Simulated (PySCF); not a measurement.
Species: C8H11BO.
Z-matrix (Å and degrees, PBE0-D3(BJ)/def2-SVP geometry), rows numbered from 1:
```
C 
C   1  1.5118
O   2  1.4114  1  110.73
B   3  1.3474  2  122.99  1  -107.01
C   4  1.5561  3  119.10  2   177.47
C   5  1.4041  4  120.39  3   179.60
C   6  1.3935  5  121.23  4   179.80
C   7  1.3946  6  119.70  5     0.01
C   8  1.3968  7  120.05  6    -0.00
C   9  1.3913  8  119.89  7     0.01
H   1  1.1008  2  110.87  3    63.74
H   1  1.1002  2  110.62  3   -56.21
H   1  1.1003  2  110.49  3  -176.23
H   2  1.1024  1  110.36  3   118.69
H   2  1.1042  1  110.78  3  -122.14
H   4  1.2184  3  119.55  2    -2.53
H   6  1.0941  5  119.15  4    -0.17
H   7  1.0929  6  120.26  5   180.00
H   8  1.0932  7  119.97  6  -180.00
H   9  1.0930  8  119.91  7  -179.99
H  10  1.0933  5  118.78  4     0.16
```

Computed at PBE0/pcSseg-1 (PySCF, non-relativistic), with Q(17O) = −0.0256 b, Q(11B) = 0.04059 b: O3, 17O (I = 5/2): χzz = -8.762 MHz, η = 0.238; B4, 11B (I = 3/2): χzz = 4.000 MHz, η = 0.358.

Question: Find the zero-field quadrupole resonance frequencies of 17O at O3.

Answer: From the eigenvalues of H = χ/[4I(2I − 1)] × [3Iz² − I(I + 1) + η(Ix² − Iy²)], steps between neighbouring levels, labelled as for η = 0: ±1/2↔±3/2 1.393 MHz, ±3/2↔±5/2 2.599 MHz (boron-bound oxygen).

Question: Where would the pure quadrupole (NQR) lines of 11B at B4 fall for the rigid, isolated species?

Answer: From ν = (|χ|/2)√(1 + η²/3): ν = 2.042 MHz (three-coordinate boron).

In a crystal, neighbours and librations shift these lines. These gradients aren't converged with respect to the basis.

The run behind these numbers computed NMR shieldings as well. Run on an Arm Neoverse V2 with one thread, shared host with 96 logical CPUs at a one-minute load of 49.

One conformer stands for the species.
